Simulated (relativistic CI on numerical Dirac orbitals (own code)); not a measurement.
Calculated at this level of theory: Dirac-Coulomb-Breit CI, separate exchange-only KLI orbitals for each configuration, QED by a radiative potential, unscaled Slater integrals (own radial code, finite nucleus).

CI space (outside the closed core 1s2): 2s2, 2s 2p, 2p2, 2p 3s, 2p 3p, 2s 3s, 2s 3p, 2s 3d, 2s 4s, 2s 4p, 2s 4d, 2s 4f, 2s 5s, 2s 5p, 2s 5d, 2s 5f, 2s 5g, 3s2, 3s 3p, 3p2. Levels of other configurations are missing.

At this charge energies of transitions that change n are usually good to better than 1 %, and those within a shell (Δn = 0) to a few per cent.

Outline of the computed level scheme of Cl XIV. Lowest level of each configuration: 2s2 1S_0 at 0.000 eV; 2s 2p 3P°_0 at 26.664 eV; 2p2 3P_0 at 70.269 eV; 2s 3s 3S_1 at 428.638 eV; 2s 3p 1P°_1 at 441.384 eV; 2s 3d 3D_1 at 448.482 eV; 2p 3s 3P°_0 at 462.392 eV; 2p 3p 1P_1 at 470.148 eV; 2s 4s 3S_1 at 573.906 eV.

Some strong electric-dipole decays among the lowest 36 levels: 2s 3d 3D_3 → 2s 2p 3P°_2 (3.4e+12 s⁻¹); 2s 3d 3D_2 → 2s 2p 3P°_1 (2.6e+12 s⁻¹); 2s 3d 1D_2 → 2s 2p 1P°_1 (2.4e+12 s⁻¹); 2s 3d 3D_1 → 2s 2p 3P°_0 (1.9e+12 s⁻¹); 2p 3p 1D_2 → 2s 2p 1P°_1 (1.5e+12 s⁻¹); 2s 3d 3D_1 → 2s 2p 3P°_1 (1.4e+12 s⁻¹); 2s 3p 1P°_1 → 2s2 1S_0 (1.2e+12 s⁻¹); 2p 3p 1S_0 → 2s 2p 1P°_1 (1.1e+12 s⁻¹).

LS names give the leading component of a level, which can be under half, so a name can repeat, a term be missing and a line seem to break the LS rules.
